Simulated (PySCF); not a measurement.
Level of theory: PBE-D3(BJ)/def2-TZVP // r2SCAN-D4/def2-TZVP in PySCF. Gas-phase values, no solvent. One relaxed conformer stands for a flexible species; it need not be the lowest. Excitations are Tamm–Dancoff values on a coarser integration grid. The basis has no diffuse functions, so Rydberg states are missing or too high.

Reference species (SMILES): `[NH2][Ga]([NH2])[NH2]` (neutral, multiplicity 1).

```
Property          Result
---------------  -------
S1–T1 gap (TDA)  0.32 eV
HOMO–LUMO gap    4.66 eV
```

Changed species: `[NH2][Ga]([SiH3])[SiH3]` (2 of 3 NH2 replaced by SiH3; the reference has 0 of 3 NH2 replaced by SiH3).

Q: Predict the effect on the S1–T1 gap (TDA) and HOMO–LUMO gap.

A: the S1–T1 gap (TDA) rises by 0.26 eV, to 0.58 eV; the HOMO–LUMO gap falls by 0.70 eV, to 3.96 eV.
